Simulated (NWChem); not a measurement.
System: HSeSCl; SMILES S[Se]Cl

```xyz
4

Se     0.6741    -0.0328     0.0066
Cl    -0.6224     1.7930     0.0108
S     -0.7129    -1.7198     0.0553
H     -0.9333    -1.8508    -1.2918
```
Atoms are numbered in this order, from 1.

Computed with NWChem. All runs use the structure optimised with PBE-D3(BJ)/def2-SVP.

Predict the results for TPSS/3-21G. Quantities: highest occupied level (eV); orbital gap (eV); dipole (D).

The highest occupied level (eV) is -6.21 and the orbital gap (eV) comes out as 2.49. The dipole (D) is 2.43.
